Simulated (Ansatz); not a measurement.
Geometry optimisation of AlBFH4NOSi.

```yaml
crystal:
  periodic: [false, false, false]
  atoms:
    - {symbol: B, position_ang: [-0.867717, -1.464069, -0.595969]}
    - {symbol: N, position_ang: [-0.262398, -0.244063, -0.214260]}
    - {symbol: Si, position_ang: [1.114440, 0.174796, 0.874481]}
    - {symbol: O, position_ang: [0.903757, 1.847628, 0.597739]}
    - {symbol: Al, position_ang: [-0.444797, 1.559636, -0.482262]}
    - {symbol: F, position_ang: [-1.418398, 2.592948, -1.341107]}
    - {symbol: H, position_ang: [-0.445311, -2.524155, -0.156590]}
    - {symbol: H, position_ang: [-1.816509, -1.459345, -1.365149]}
    - {symbol: H, position_ang: [0.880365, -0.209541, 2.304760]}
    - {symbol: H, position_ang: [2.439568, -0.325034, 0.381357]}
basis:
  gaussian: {orbitals: def2-TZVP}
hamiltonian: {xc: pbe0, dispersion: d4}
relax: {f_tol: 0.005, max_steps: 150}
```

```sh
$ ansatz run in.yaml --threads 4 --pin off --events-out ev --progress --plain --max-ram 10444MiB
```

It prints (some lines left out):

```
Functional definition: PBE0
mean field -21465.43910893 eV, -788.8403374559 hartree, gradient 1.5e-5 eV, S^2 0.000000; 0 other end points of the search recorded, 0 dependent functions left out
relax step   1: F+E_penalty+E_count = -21465.65165184 eV  Δ(F+E_penalty+E_count) = +0.000e0 eV  max|allowed force component| = 1.193e0 eV/Å  Δτ_max = 0.0000 Å  (29 SCF iters, accepted)
mean field -21465.50645693 eV, -788.8428124495 hartree, gradient 9.4e-6 eV, S^2 0.000000; 0 other end points of the search recorded, 0 dependent functions left out
relax step   2: F+E_penalty+E_count = -21465.72041566 eV  Δ(F+E_penalty+E_count) = -6.876e-2 eV  max|allowed force component| = 6.996e-1 eV/Å  Δτ_max = 0.0241 Å  (33 SCF iters, accepted)
mean field -21465.52939206 eV, -788.8436552996 hartree, gradient 9.3e-6 eV, S^2 0.000000; 0 other end points of the search recorded, 0 dependent functions left out
relax step   3: F+E_penalty+E_count = -21465.74476647 eV  Δ(F+E_penalty+E_count) = -2.435e-2 eV  max|allowed force component| = 4.445e-2 eV/Å  Δτ_max = 0.0288 Å  (34 SCF iters, accepted)
mean field -21465.52948049 eV, -788.8436585496 hartree, gradient 9.3e-6 eV, S^2 0.000000; 0 other end points of the search recorded, 0 dependent functions left out
relax step   4: F+E_penalty+E_count = -21465.74478406 eV  Δ(F+E_penalty+E_count) = -1.759e-5 eV  max|allowed force component| = 4.104e-2 eV/Å  Δτ_max = 0.0159 Å  (32 SCF iters, accepted)
mean field -21465.52983736 eV, -788.8436716642 hartree, gradient 9.3e-6 eV, S^2 0.000000; 0 other end points of the search recorded, 0 dependent functions left out
relax step   5: F+E_penalty+E_count = -21465.74512295 eV  Δ(F+E_penalty+E_count) = -3.389e-4 eV  max|allowed force component| = 1.117e-2 eV/Å  Δτ_max = 0.0075 Å  (33 SCF iters, accepted)
mean field -21465.52985000 eV, -788.8436721288 hartree, gradient 2.0e-5 eV, S^2 0.000000; 0 other end points of the search recorded, 0 dependent functions left out
relax step   6: F+E_penalty+E_count = -21465.74513862 eV  Δ(F+E_penalty+E_count) = -1.567e-5 eV  max|allowed force component| = 8.241e-3 eV/Å  Δτ_max = 0.0010 Å  (24 SCF iters, accepted)
mean field -21465.52989036 eV, -788.8436736120 hartree, gradient 9.3e-6 eV, S^2 0.000000; 0 other end points of the search recorded, 0 dependent functions left out
relax step   7: F+E_penalty+E_count = -21465.74519037 eV  Δ(F+E_penalty+E_count) = -5.175e-5 eV  max|allowed force component| = 1.601e-3 eV/Å  Δτ_max = 0.0068 Å  (33 SCF iters, accepted)
mean field -21465.52989036 eV, -788.8436736120 hartree, gradient 2.6e-5 eV, S^2 0.000000; 1 other end points of the search recorded, 0 dependent functions left out
Total energy: -21465.74523009 eV, -788.8515872011 hartree
Atom 0 at    -0.853875    -1.447114    -0.587936 Å, force     0.000046    -0.000692     0.000046 eV/Å
Atom 1 at    -0.267194    -0.230194    -0.206631 Å, force     0.000341     0.000798     0.000674 eV/Å
Atom 2 at     1.087209     0.177466     0.855309 Å, force    -0.001034    -0.001269    -0.000128 eV/Å
Atom 3 at     0.896613     1.810747     0.584040 Å, force     0.000590     0.000746     0.000118 eV/Å
Atom 4 at    -0.435101     1.546410    -0.470728 Å, force    -0.001097     0.001601    -0.000737 eV/Å
Atom 5 at    -1.390624     2.561792    -1.314798 Å, force     0.000344    -0.001066     0.000456 eV/Å
Atom 6 at    -0.422596    -2.485831    -0.162335 Å, force     0.000719    -0.000064    -0.000102 eV/Å
Atom 7 at    -1.789568    -1.455807    -1.341000 Å, force     0.000117     0.000424     0.000039 eV/Å
Atom 8 at     0.864719    -0.196403     2.272231 Å, force    -0.000150     0.000412    -0.000216 eV/Å
Atom 9 at     2.393417    -0.332264     0.374848 Å, force     0.000124    -0.000887    -0.000151 eV/Å
Dipole moment:     0.059920     0.008978     0.047346 e Å
```

Hardware: 4 threads of an Arm Neoverse V2 on a shared host. Wall time 32 s, peak host memory 0.64 GiB.
